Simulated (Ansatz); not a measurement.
The same path of CH7FSSi3 (13 atoms, charge 0, multiplicity 1) was run twice with different band settings. Lost on the way: C2–H7. Made: S3–H7.

Computed with Ansatz 0.2.0, RKS PBE/STO-3G.

Relaxed end points:

```xyz
13
Properties=species:S:1:pos:R:3
F 0.435 -0.022 2.443
C 0.991 -0.645 1.305
S 0.369 -2.428 1.095
Si -0.504 -1.843 -0.785
Si 0.485 0.145 -0.420
Si -0.686 2.074 -0.296
H 2.110 -0.683 1.449
H -0.039 -2.642 -1.917
H -1.965 -1.894 -0.811
H 1.689 0.345 -1.226
H -1.886 1.914 0.510
H 0.117 3.136 0.291
H -1.096 2.509 -1.624
```

```xyz
13
Properties=species:S:1:pos:R:3
F 1.362 0.263 2.498
C 1.596 -0.427 1.336
S 0.023 -2.150 1.402
Si -0.271 -1.517 -0.691
Si 0.643 0.490 -0.255
Si -0.905 2.143 -0.411
H 1.011 -3.072 1.169
H 0.426 -2.501 -1.514
H -1.702 -1.670 -0.943
H 1.673 0.780 -1.252
H -2.052 1.883 0.448
H -0.356 3.431 -0.007
H -1.425 2.311 -1.765
```

Common settings: movable images 9; climbing image yes; spring 5.0 eV/Å²; optimiser quadratic models (default); start path through a guess of the saddle point; end points relaxed.

| run | force threshold | iteration limit |
| --- | --- | --- |
| 1 | 0.05 eV/Å | 31 |
| 2 | 0.5 eV/Å | 35 |

(1) What does each run give, and how far can it be trusted?

Results:

(1) Run 1: converged after 19 iterations, highest image 3.308 eV above the first end. Neighbouring images differ by up to 1.6 eV, so the band resolves the path poorly. A vibrational analysis at the climbing image gives one clearly imaginary mode, 592i cm⁻¹: a first-order saddle point.
Run 2: converged after 12 iterations, highest image 3.297 eV above the first end. The threshold of 0.5 eV/Å is loose, so the images may lie well off the minimum-energy path. Neighbouring images differ by up to 1.3 eV, so the band resolves the path poorly. The order of the stationary point at the top wasn't checked.
The orbitals stay closed-shell, which can raise the energy where a bond breaks towards radicals; this wasn't checked here. Limits of this set-up: minimal basis.
